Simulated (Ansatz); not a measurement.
A geometry relaxed with Ansatz (an electronic-structure program) with B3LYP-D3(BJ)/def2-TZVP, charge 0, multiplicity 1:

```xyz
6

C     -0.9808     0.3398     0.2018
C      1.4083    -0.6386    -0.2008
S     -1.3853     1.9120     0.1210
C      0.3118    -0.1740    -0.0177
H     -1.7364    -0.4088     0.4411
H      2.3824    -1.0305    -0.3655
```

Q: Write the SMILES of this molecule.

A: `C#CC=S`
